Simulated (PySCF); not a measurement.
C₄H₂F₂O₃: full NMR table

* Formula: C4H2F2O3
* SMILES: O=C1OC(=O)C1C(F)F
* Point group of the computed structure: C1
* Degrees of unsaturation: 3
* Carbon signals: 3
* Proton signals: 2

Atom-mapped SMILES (the numbers label the heavy atoms): `[O:1]=[C:2]1[O:3][C:4](=[O:5])[CH:6]1[CH:7]([F:8])[F:9]` (H(Xn): hydrogen on atom n).

- GFN2-xTB geometry
- NMR shieldings at PBE0/pcSseg-1/GIAO
- program: PySCF 2.14.0 with density-fitted response routines
- single conformer, one averaged value for each set of equivalent atoms, non-relativistic Hamiltonian, gas phase

Referencing at the same level of theory: 1H (σref 31.72) and 13C (σref 186.93) vs TMS; CFCl3 for 19F (σref 170.95); 17O (σref 336.08) against H2O.

| carbon | δC, type | δH (multiplicity) | HMBC from (2–3 bonds) | span of the C tensor (ppm) |
| --- | --- | --- | --- | --- |
| C2/C4 | 164.7, C | – | H(C7), H(C6) | 173 |
| C6 | 67.2, CH | 4.20 (m) | H(C7) | 49 |
| C7 | 117.2, CH | 6.47 (m) | H(C6) | 36 |

Other nuclei:
```csv
atoms,nucleus,environment,δ (ppm),σ (ppm)
F8/F9,19F,fluorine of a CF2 group,-138.2,309.2
O1/O5,17O,ester carbonyl oxygen,461.6,-125.6
O3,17O,ester alkoxy oxygen,446.3,-110.2
```

Carbon types of the structure: 2 × C, 2 × CH, which accounts for all hydrogens. δC 164.7: anhydride carbonyl carbon; it is a carbonyl in resonance with an O or N lone pair, the region of acids, esters and amides. δC 117.2: sp3 CH bonded to 2 F; 2 electronegative neighbours deshield it. δC 67.2: sp3 CH α to a carbonyl. δH 6.47: hydrogen on an sp3 CH bonded to 2 F; its carbon carries F, an electronegative neighbour. δH 4.20: hydrogen on an sp3 CH α to a carbonyl.

Splittings by 19F in the carbon and heteronuclear signals aren't shown, as no couplings were computed. Shifts are as computed. Against solution values, carbons near 30 ppm lie about +3 ppm off and those near 130 ppm about +5 ppm. Of 1211 compounds with measured shifts, 218 miss one by over three times the rms of a fit or turn the order of signals round; such compounds aren't used in these exercises. Unscaled 19F shifts against computed CFCl3 carry errors that often reach 10 to 50 ppm. Unscaled 17O shifts of doubly bonded oxygen tend to come out too high, by tens of ppm or more. Experimental scales use liquid or dissolved standards, which lie at an offset from isolated H2O (liquid H2O: subtract about 36 ppm). Multiplicities follow the n + 1 count of equivalent neighbours, as no J values were calculated; m marks all less simple cases, F and P coupling included.
